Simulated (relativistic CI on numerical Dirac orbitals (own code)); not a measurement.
# One change at a time: Re XXXV

Base calculation: Dirac-Coulomb-Breit CI, KLI orbitals optimised for each configuration, QED by a radiative potential, unscaled Slater integrals.

Configurations in the expansion (outside the closed core [Ar] 3d10): 4s2 4p6 4d5, 4s2 4p6 4d4 4f, 4s2 4p5 4d6, 4s 4p6 4d6, 4s2 4p5 4d5 4f, 4s 4p6 4d5 4f, 4s2 4p6 4d4 5s, 4s2 4p6 4d3 4f 5s, 4s2 4p6 4d4 5p, 4s2 4p6 4d4 5d, 4s2 4p5 4d5 5s, 4s2 4p6 4d4 5f, 4p6 4d6 4f, 4s2 4p6 4d3 5s 5p, 4s2 4p6 4d4 5g, 4s 4p6 4d4 4f 5s, 4s2 4p6 4d4 6s, 4p6 4d7, 4p5 4d8, 4p5 4d7 4f, 4s2 4p6 4d3 5s2, 4s2 4p6 4d2 4f 5s2, 4s2 4p5 4d3 4f 5s2, 4s 4p6 4d3 4f 5s2. Double excitations out of closed p, d and f shells are left out; levels of such configurations are missing from the list, as are those of other unlisted configurations, and high levels can miss mixing partners. These lack a partner that the ground configuration has and come out too high: 4s2 4p5 4d5 5s.

The lowest level and the first level of each name with at least 55 % of one term (blank where a level has no safe partner in the second run):

```
               Level  Base (cm⁻¹)  Shift (cm⁻¹)
  4s2 4p6 4d5 4P_5/2            0             0
  4s2 4p6 4d5 2D_3/2       250434         -8572
 4s2 4p6 4d5 2I_13/2       303556         -1056
  4s2 4p6 4d5 4D_1/2       304465          -822
  4s2 4p6 4d5 2G_7/2       342054         -4776
  4s2 4p6 4d5 4F_5/2       350873         -5960
  4s2 4p6 4d5 2G_9/2       399632        -10194
  4s2 4p6 4d5 2P_3/2       452068        -16149
  4s2 4p6 4d5 2P_1/2       553176        -12761
4s2 4p5 4d6 4H°_13/2      1612012         +7257
4s2 4p5 4d6 4I°_15/2      1650545         +3261
```

At this charge energies of transitions that change n are usually good to better than 1 %, and those within a shell (Δn = 0) to a few per cent. Terms inside the open d or f shell come out 10 to 20 % too wide with unscaled integrals.

Question: One thing was changed in a second run, which moved the levels as shown. Which?
A. QED terms removed
B. valence Slater integrals scaled by 0.9
C. configuration mixing switched off
D. Breit term removed

Answer: B. Valence Slater integrals scaled by 0.9. Scaling acts on the splittings between terms and on the mixing, and leaves the fine structure of pure LS terms nearly alone; in jj coupling it moves the levels of one term differently.

LS names give the leading component of a level, which can be under half, so a name can repeat, a term be missing and a line seem to break the LS rules.
